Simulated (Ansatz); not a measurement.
Geometry optimisation, RKS PBE-D4/def2-SVP (Ansatz 0.2.0).

Input file:

```yaml
crystal:
  periodic: [false, false, false]
  atoms:
    - { symbol: Zr, position_ang: [0.0, 0.0, 0.0] }
    - { symbol: O, position_ang: [0.0, 0.0, 2.42] }
    - { symbol: H, position_ang: [-0.9095, -0.2814, 2.7571] }
    - { symbol: Cl, position_ang: [2.3764, 0.0, -0.8392] }
    - { symbol: Cl, position_ang: [-1.1869, 2.0563, -0.8392] }
    - { symbol: Cl, position_ang: [-1.1869, -2.0563, -0.8392] }
    - { symbol: Si, position_ang: [1.5188, -2.3064, 0.9176] }
    - { symbol: H, position_ang: [0.7001, -3.509, 0.7954] }
    - { symbol: H, position_ang: [2.722, -2.4528, 0.1037] }
    - { symbol: H, position_ang: [1.8974, -2.1161, 2.3147] }
    - { symbol: H, position_ang: [0.7523, -1.1424, 2.1872] }
basis:
  gaussian: { orbitals: def2-SVP }
hamiltonian:
  xc: pbe
  dispersion: d4
relax:
  f_tol: 0.15
  max_steps: 25
  restrain:
    - { distance: [0, 6], at: 2.61, k: 30.0 }
    - { distance: [10, 1], at: 1.01, k: 30.0 }
    - { distance: [0, 1], at: 3.27, k: 30.0 }
    - { distance: [10, 6], at: 2.66, k: 30.0 }
```

Command:

```bash
$ ansatz run input.yaml --threads 4 --pin off --max-ram 5120MiB --backend cpu --events-out ev --progress --plain --runs-dir out
```

**Question.** Where does it end, and by what steps?

**Answer.** The forces met the threshold. The restraints hold the end off the free minimum; the threshold counts their pulls, which the force column leaves out. Restrained pairs: Zr1–Si7 (2.91 → 2.64 Å), O2–H11 (1.39 → 0.99 Å), Zr1–O2 (2.42 → 3.25 Å), Si7–H11 (1.89 → 2.66 Å). After 23 steps the energy has fallen by 2.308 eV (the restraints' own energy left out); Cl6 moved furthest, 2.27 Å.

```tsv
step	energy less start (eV)	largest force component (eV/Å)	accepted
0	0.0000	1.879	yes
1	-0.3126	2.317	yes
2	-0.5146	2.743	yes
3	-0.6685	2.569	yes
4	-1.0895	2.844	yes
5	-1.5168	1.637	yes
6	-1.6885	1.380	yes
7	-1.8637	0.840	yes
8	-1.9737	0.691	yes
9	-2.0240	0.732	yes
10	-2.0497	0.873	yes
11	-2.0816	0.638	yes
12	-2.0724	0.979	no
13	-2.0860	0.683	yes
14	-2.0920	0.643	yes
15	-2.0983	0.736	yes
16	-2.1156	0.779	yes
17	-2.1466	0.774	yes
18	-2.1789	0.822	yes
19	-2.2351	0.786	yes
20	-2.2686	0.730	yes
21	-2.2905	0.867	yes
22	-2.3044	0.774	yes
23	-2.3082	0.738	yes
```

```xyz
11
Properties=species:S:1:pos:R:3
Zr 0.271 -0.416 -0.638
O 0.544 0.257 2.533
H -0.316 -0.081 2.849
Cl 2.025 1.121 -0.764
Cl -1.880 0.215 0.055
Cl 0.105 -1.577 -2.645
Si 1.071 -2.394 0.916
H -0.077 -2.857 1.795
H 1.605 -3.628 0.226
H 2.159 -1.974 1.892
H 1.176 -0.474 2.759
```

Time of the run: 49 s on 4 threads of Arm Neoverse V2, with other jobs on the host, peak memory 0.23 GiB.
